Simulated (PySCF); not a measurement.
Al(Me)(F)2 cation (CH₃AlF₂), SMILES [CH3][Al]([F])[F] (connectivity only; charge and spin as stated), charge +1, multiplicity 2. Atoms are numbered in the order given.

```xyz
7

Al    -0.0077     0.3090     0.0000
C      0.0033    -1.8905     0.0000
H      1.1087    -1.8563     0.0000
H     -0.5079    -2.1016    -0.9500
H     -0.5079    -2.1016     0.9500
F     -0.0007     0.7436    -1.5706
F     -0.0007     0.7436     1.5706
```
Charge +1, spin multiplicity 2.

The structure is a stationary point at TPSSh-D3(BJ)/def2-SVP. The spin state was assumed, not searched. The isomer is the one that the SMILES or the coordinates give; other isomers of the formula were not compared.

All values below come from r2SCAN/def2-TZVPD in PySCF.

Mulliken values depend strongly on the basis, most of all with diffuse functions as here. Atomic charges (e):

```
atom  meta-Löwdin  Mulliken  Mulliken spin
----  -----------  --------  -------------
Al1           [?]      0.89           0.24
C2            [?]     -0.51           0.67
H3            [?]      0.22           0.01
H4            [?]      0.35          -0.01
H5            [?]      0.35          -0.01
F6            [?]     -0.15           0.05
F7            [?]     -0.15           0.05
```

### Question
What belongs in the gaps? (An estimate is asked for; the answer gives what the named calculation found.)

### Answer

- Al1, meta-Löwdin: 1.61
- C2, meta-Löwdin: -0.30
- H3, meta-Löwdin: 0.21
- H4, meta-Löwdin: 0.21
- H5, meta-Löwdin: 0.21
- F6, meta-Löwdin: -0.47
- F7, meta-Löwdin: -0.47
